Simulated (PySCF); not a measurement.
A geometry optimisation, step by step.

Compound: C3H7FGe.
Atom-mapped SMILES: `[CH2:1]=[C:2]([GeH3:3])[CH2:4][F:5]` (hydrogens: H6, H7 on C1; H8, H9, H10 on Ge3; H11, H12 on C4)

Method: PySCF 2.14.0, PBE0-D3(BJ)/def2-SVP geometry optimisation, gas phase; density fitting, grid level 1; the optimiser is geomeTRIC in internal coordinates, started from a GFN2-xTB structure with every atom displaced at random (about 0.01 Å). 10 of its 13 geometries are shown. The frame can shift and turn from step to step; on so coarse a grid that alone can change the energy by a few meV, and forces under 0.02 eV/Å are noise.

Step 0: E = -62433.9876 eV, largest atomic force 2.548 eV/Å
```
atom  x, y, z in Å  |  force x, y, z in eV/Å
C1     -0.361    1.529   -0.545   -0.817   2.282  -0.787
C2     -0.203    0.308   -0.133    0.990  -1.666   0.607
Ge3     1.527   -0.465    0.300   -0.079   0.328   0.370
C4     -1.301   -0.636    0.062   -1.747  -0.636   0.748
F5     -0.824   -1.863    0.462    0.161  -0.345   0.106
H6      0.450    2.228   -0.680    0.535   0.230  -0.035
H7     -1.349    1.952   -0.779   -0.026  -0.110   0.022
H8      1.837   -1.653   -0.543    0.136  -0.725  -0.551
H9      1.582   -0.867    1.761   -0.030  -0.117   0.400
H10     2.596    0.571    0.073    0.405   0.556  -0.154
H11    -2.027   -0.311    0.863    0.500   0.004  -0.543
H12    -1.889   -0.823   -0.850   -0.030   0.198  -0.183
```

Step 1: E = -62434.1465 eV, largest atomic force 0.448 eV/Å
```
atom  x, y, z in Å  |  force x, y, z in eV/Å
C1     -0.350    1.523   -0.575    0.061  -0.270   0.038
C2     -0.198    0.266   -0.137   -0.106   0.113  -0.015
Ge3     1.567   -0.461    0.294    0.128  -0.052  -0.060
C4     -1.368   -0.650    0.111    0.429   0.022  -0.126
F5     -0.911   -1.926    0.378   -0.146   0.048  -0.027
H6      0.504    2.188   -0.721    0.034   0.034  -0.002
H7     -1.337    1.938   -0.806   -0.070   0.043  -0.026
H8      1.908   -1.682   -0.595   -0.039   0.163   0.115
H9      1.629   -0.876    1.781    0.002   0.016  -0.100
H10     2.595    0.668    0.035   -0.099  -0.092   0.016
H11    -1.926   -0.297    0.988   -0.193  -0.021   0.117
H12    -2.043   -0.695   -0.762    0.001  -0.004   0.068
```

Step 3: E = -62434.1546 eV, largest atomic force 0.044 eV/Å
```
atom  x, y, z in Å  |  force x, y, z in eV/Å
C1     -0.350    1.510   -0.578    0.003   0.015  -0.038
C2     -0.196    0.262   -0.124   -0.008  -0.011   0.042
Ge3     1.575   -0.454    0.296   -0.003   0.026   0.004
C4     -1.363   -0.649    0.120   -0.012  -0.010   0.012
F5     -0.932   -1.932    0.375    0.003  -0.004  -0.001
H6      0.503    2.178   -0.730   -0.001  -0.004   0.006
H7     -1.338    1.922   -0.819    0.008  -0.004  -0.001
H8      1.917   -1.658   -0.593    0.002  -0.017  -0.017
H9      1.654   -0.876    1.773   -0.001  -0.007   0.008
H10     2.581    0.681    0.031    0.011   0.017  -0.001
H11    -1.946   -0.309    0.995    0.013  -0.005  -0.011
H12    -2.036   -0.680   -0.754   -0.014   0.004  -0.001
```

Step 4: E = -62434.1550 eV, largest atomic force 0.029 eV/Å
```
atom  x, y, z in Å  |  force x, y, z in eV/Å
C1     -0.351    1.506   -0.581    0.005   0.013  -0.026
C2     -0.198    0.260   -0.120    0.011   0.014   0.010
Ge3     1.576   -0.449    0.297   -0.005   0.008   0.010
C4     -1.364   -0.652    0.123   -0.024  -0.007   0.005
F5     -0.930   -1.935    0.374   -0.005  -0.013  -0.006
H6      0.503    2.172   -0.733   -0.003   0.001   0.002
H7     -1.338    1.918   -0.827    0.001  -0.005  -0.001
H8      1.920   -1.650   -0.598    0.003  -0.003  -0.007
H9      1.659   -0.875    1.772    0.002  -0.002  -0.001
H10     2.577    0.692    0.032    0.002   0.004   0.002
H11    -1.946   -0.314    1.000    0.010  -0.003   0.008
H12    -2.040   -0.679   -0.749    0.004  -0.006   0.005
```

Step 5: E = -62434.1555 eV, largest atomic force 0.053 eV/Å
```
atom  x, y, z in Å  |  force x, y, z in eV/Å
C1     -0.357    1.499   -0.590   -0.004  -0.007  -0.001
C2     -0.200    0.259   -0.114    0.025   0.034  -0.032
Ge3     1.580   -0.438    0.298   -0.003  -0.009   0.012
C4     -1.362   -0.657    0.132   -0.036   0.002  -0.006
F5     -0.924   -1.941    0.371    0.000  -0.015  -0.006
H6      0.493    2.170   -0.743    0.004  -0.005   0.000
H7     -1.345    1.904   -0.845   -0.011  -0.004  -0.001
H8      1.929   -1.632   -0.606    0.002   0.017   0.006
H9      1.669   -0.876    1.771    0.003   0.004  -0.009
H10     2.571    0.713    0.038   -0.005  -0.009   0.005
H11    -1.937   -0.326    1.015    0.009  -0.003   0.023
H12    -2.047   -0.680   -0.734    0.017  -0.006   0.008
```

Step 7: E = -62434.1585 eV, largest atomic force 0.191 eV/Å
```
atom  x, y, z in Å  |  force x, y, z in eV/Å
C1     -0.429    1.438   -0.676   -0.020  -0.058   0.111
C2     -0.218    0.251   -0.094    0.017   0.020  -0.190
Ge3     1.603   -0.338    0.309    0.012  -0.054   0.010
C4     -1.331   -0.708    0.205   -0.011   0.067  -0.013
F5     -0.853   -1.996    0.300    0.003   0.010  -0.013
H6      0.384    2.146   -0.856    0.016  -0.013  -0.016
H7     -1.430    1.765   -0.984   -0.039  -0.001   0.006
H8      2.019   -1.456   -0.668    0.005   0.062   0.050
H9      1.727   -0.863    1.751   -0.009   0.030  -0.015
H10     2.515    0.891    0.113   -0.013  -0.048   0.010
H11    -1.805   -0.450    1.168    0.005  -0.023   0.051
H12    -2.113   -0.683   -0.576    0.035   0.008   0.009
```

Step 8: E = -62434.1615 eV, largest atomic force 0.159 eV/Å
```
atom  x, y, z in Å  |  force x, y, z in eV/Å
C1     -0.447    1.428   -0.692    0.021  -0.043   0.102
C2     -0.218    0.249   -0.100   -0.022  -0.014  -0.156
Ge3     1.606   -0.323    0.310    0.010  -0.037   0.000
C4     -1.323   -0.715    0.215    0.004   0.053  -0.011
F5     -0.842   -2.004    0.273    0.007   0.005  -0.007
H6      0.361    2.140   -0.881    0.001   0.007  -0.024
H7     -1.452    1.741   -0.998   -0.023  -0.005   0.008
H8      2.042   -1.429   -0.670    0.003   0.051   0.045
H9      1.726   -0.855    1.749   -0.014   0.026  -0.011
H10     2.509    0.915    0.129   -0.011  -0.040   0.006
H11    -1.766   -0.475    1.198    0.002  -0.019   0.041
H12    -2.126   -0.677   -0.542    0.022   0.016   0.008
```

Step 9: E = -62434.1677 eV, largest atomic force 0.088 eV/Å
```
atom  x, y, z in Å  |  force x, y, z in eV/Å
C1     -0.476    1.413   -0.721   -0.009   0.035  -0.038
C2     -0.214    0.240   -0.138   -0.018  -0.055   0.067
Ge3     1.611   -0.304    0.308   -0.002   0.033  -0.011
C4     -1.304   -0.721    0.228    0.067  -0.020  -0.003
F5     -0.838   -2.017    0.183    0.011  -0.030   0.006
H6      0.310    2.139   -0.946   -0.006   0.005   0.006
H7     -1.500    1.700   -0.994    0.019   0.016  -0.008
H8      2.106   -1.398   -0.648    0.001  -0.034  -0.014
H9      1.679   -0.825    1.753   -0.013  -0.009   0.018
H10     2.511    0.937    0.164    0.003   0.020  -0.010
H11    -1.652   -0.530    1.260   -0.011   0.014  -0.024
H12    -2.164   -0.638   -0.458   -0.043   0.023   0.012
```

Step 11: E = -62434.1686 eV, largest atomic force 0.025 eV/Å
```
atom  x, y, z in Å  |  force x, y, z in eV/Å
C1     -0.474    1.412   -0.721    0.009  -0.011   0.009
C2     -0.216    0.238   -0.136   -0.008   0.006  -0.009
Ge3     1.610   -0.302    0.306    0.006  -0.002   0.002
C4     -1.303   -0.725    0.229   -0.005  -0.004  -0.004
F5     -0.836   -2.021    0.187   -0.008   0.023  -0.004
H6      0.317    2.135   -0.940   -0.003   0.002  -0.003
H7     -1.493    1.708   -1.000    0.001  -0.005  -0.002
H8      2.099   -1.410   -0.641   -0.001  -0.001   0.006
H9      1.678   -0.811    1.757    0.003   0.003  -0.001
H10     2.507    0.940    0.146   -0.001  -0.003  -0.004
H11    -1.653   -0.529    1.258    0.003  -0.003   0.006
H12    -2.167   -0.640   -0.453    0.004  -0.006   0.003
```

Step 12: E = -62434.1687 eV, largest atomic force under 0.02 eV/Å
```
atom  x, y, z in Å  |  force x, y, z in eV/Å
C1     -0.476    1.409   -0.726    0.000  -0.004   0.003
C2     -0.216    0.237   -0.137    0.008   0.014  -0.007
Ge3     1.611   -0.299    0.306   -0.002  -0.004   0.002
C4     -1.302   -0.726    0.232   -0.015  -0.004  -0.003
F5     -0.837   -2.021    0.180   -0.002   0.004   0.000
H6      0.313    2.134   -0.946    0.002  -0.003  -0.002
H7     -1.496    1.702   -1.004   -0.004  -0.004  -0.001
H8      2.101   -1.411   -0.635   -0.002   0.002   0.005
H9      1.678   -0.801    1.759    0.005   0.004  -0.002
H10     2.507    0.943    0.139   -0.002  -0.004  -0.002
H11    -1.643   -0.535    1.266    0.004   0.000   0.007
H12    -2.172   -0.637   -0.441    0.007  -0.001   0.000
```

**Question.** Summarise the path.

**Answer.** The energy falls by 0.1812 eV from step 0 to step 12; nine tenths of that is first reached at step 2. It falls at every step. The largest force goes from 2.548 to under 0.02 eV/Å. Among the bonds Ge3–H8 changes most, from 1.489 to 1.537 Å; the atoms move by 0.288 Å rms after alignment.

**Question.** Follow the three bonds and two angles with the largest change from start to end.

**Answer.** 
| step | E above end (eV) | largest force (eV/Å) | Ge3–H8 (Å) | C1=C2 (Å) | C2–C4 (Å) | Ge3–C2–C4 (°) | C2–C4–H11 (°) |
| --- | --- | --- | --- | --- | --- | --- | --- |
| 0 | 0.1812 | 2.548 | 1.489 | 1.298 | 1.462 | 112.4 | 113.1 |
| 1 | 0.0223 | 0.448 | 1.549 | 1.340 | 1.507 | 116.0 | 109.3 |
| 2 | 0.0150 | 0.106 | 1.537 | 1.337 | 1.504 | 116.7 | 110.5 |
| 3 | 0.0141 | 0.044 | 1.535 | 1.337 | 1.501 | 116.6 | 110.6 |
| 4 | 0.0137 | 0.029 | 1.536 | 1.337 | 1.500 | 116.8 | 110.6 |
| 5 | 0.0133 | 0.053 | 1.538 | 1.337 | 1.500 | 116.9 | 110.6 |
| 6 | 0.0124 | 0.099 | 1.539 | 1.338 | 1.500 | 117.0 | 110.4 |
| 7 | 0.0103 | 0.191 | 1.542 | 1.339 | 1.500 | 117.2 | 110.0 |
| 8 | 0.0072 | 0.159 | 1.541 | 1.338 | 1.500 | 117.1 | 110.0 |
| 9 | 0.0010 | 0.088 | 1.535 | 1.336 | 1.499 | 116.4 | 110.2 |
| 10 | 0.0004 | 0.034 | 1.536 | 1.337 | 1.498 | 116.4 | 110.1 |
| 11 | 0.0002 | 0.025 | 1.537 | 1.337 | 1.498 | 116.5 | 110.1 |
| 12 | 0.0000 | under 0.02 | 1.537 | 1.337 | 1.497 | 116.5 | 110.1 |

What follows is the cost of the whole optimisation. Time: 64 s of wall time; peak memory 0.51 GiB. Hardware: an Arm Neoverse V2 with one thread, shared host.
